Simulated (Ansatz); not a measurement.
n-GeGeSiH8 (SiGe2H8). Charge 0, multiplicity 1. Geometry PBE0-D4/def2-SVP; atoms count from 1.

```xyz
11

Ge    0.519   -0.727    1.799
Ge    0.874    0.338   -0.350
Si   -1.176    0.479   -1.554
H     0.068   -2.185    1.594
H    -0.579    0.019    2.580
H     1.811   -0.722    2.639
H     1.448    1.754   -0.132
H     1.908   -0.470   -1.161
H    -0.978    1.135   -2.883
H    -2.166    1.273   -0.763
H    -1.728   -0.895   -1.770
```

(1) Estimate the Mulliken populations from the PBE0/def2-TZVP orbitals of Ansatz.

(2) And the Mayer bond orders between heavy atoms (over 0.3)?

Answers

(1) 
```
atom  charge (e)
 Ge1       -0.04
 Ge2       -0.05
 Si3        0.01
  H4        0.02
  H5        0.02
  H6        0.02
  H7        0.02
  H8        0.02
  H9       -0.01
 H10       -0.01
 H11       -0.01
```
Mulliken values depend strongly on the basis.

(2) Ge1–Ge2 0.90 (2.42 Å); Ge2–Si3 0.95 (2.38 Å).
